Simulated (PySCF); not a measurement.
H3OSi, SMILES [O][SiH3], multiplicity 2.

Coordinates come from a B3LYP-D3(BJ)/def2-TZVP optimisation. The isomer is the one that the SMILES or the coordinates give; other isomers of the formula were not compared.

Method: TDA-B3LYP/def2-TZVPD in PySCF.

Vertical excitations. 

Computed lowest excited states:
| state | energy (eV) | λ (nm) | f | main pairs |
|---|---|---|---|---|
| root 1 | 0.44 | 2806 | 0.000 | β HOMO→LUMO 91 % |
| root 2 | 2.32 | 535 | 0.000 | β HOMO−2→LUMO 77 %, β HOMO−1→LUMO 21 % |
| root 3 | 3.83 | 323 | 0.004 | β HOMO−3→LUMO 91 % |
| root 4 | 4.14 | 299 | 0.068 | β HOMO−1→LUMO 75 %, β HOMO−2→LUMO 21 % |
| root 5 | 6.67 | 186 | 0.001 | α HOMO→LUMO 12 %, β HOMO→LUMO+1 85 % |
| root 6 | 7.15 | 173 | 0.002 | α HOMO→LUMO 85 %, β HOMO→LUMO+1 13 % |
| root 7 | 7.71 | 161 | 0.001 | α HOMO−1→LUMO 85 %, β HOMO−1→LUMO+1 7 % |
| root 8 | 7.71 | 161 | 0.008 | α HOMO→LUMO+1 7 %, β HOMO→LUMO+2 83 % |
| root 9 | 7.93 | 156 | 0.005 | β HOMO−4→LUMO 88 % |
| root 10 | 8.02 | 155 | 0.002 | α HOMO→LUMO+2 16 %, β HOMO→LUMO+3 68 % |
Unrestricted roots are not spin-pure.
